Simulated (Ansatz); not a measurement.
C$_{2}$H$_{9}$AlSi$_{2}$ (`[AlH2][C@@H]1[SiH2][C@H]1[SiH3]`), relaxed with RKS PBE0-D4/def2-TZVP in Ansatz from a PBE-D4/def2-SVP geometry. The force threshold is 0.005 eV/Å; the program also tests the step.

The species carries charge 0 and has multiplicity 1.

Start:

```xyz
14

Al    2.365   -1.094   -0.035
C     0.858    0.104    0.141
Si   -0.449   -0.791    1.215
C    -0.537   -0.064   -0.507
Si   -1.581    1.457   -0.853
H     3.745   -0.732    0.691
H     2.147   -2.480   -0.813
H     1.064    1.110    0.558
H    -0.376   -2.280    1.343
H    -1.043   -0.062    2.374
H    -0.594   -0.833   -1.302
H    -1.584    2.333    0.374
H    -1.018    2.260   -2.000
H    -2.997    1.072   -1.187
```

(1) How much energy does the relaxation release, and in how many steps? (Best estimate.)

(2) Which bonds change most? (Estimate.)

(3) Give the relaxed structure. (An estimate is asked.)

Answers

(1) The calculation gave: 5.25 kJ/mol, in 8 steps.

(2) Computed: C2–Si3 from 1.914 to 1.875 Å; Si3–C4 from 1.872 to 1.841 Å; C4–Si5 from 1.877 to 1.852 Å; C4–H11 from 1.108 to 1.090 Å.

(3) Ansatz gave: 
```xyz
14

Al    2.346   -1.075   -0.051
C     0.840    0.087    0.170
Si   -0.465   -0.771    1.208
C    -0.545   -0.087   -0.499
Si   -1.550    1.431   -0.839
H     3.724   -0.705    0.644
H     2.142   -2.437   -0.844
H     1.042    1.089    0.550
H    -0.387   -2.238    1.379
H    -1.088   -0.043    2.331
H    -0.580   -0.840   -1.287
H    -1.550    2.284    0.382
H    -0.977    2.232   -1.957
H    -2.951    1.073   -1.186
```
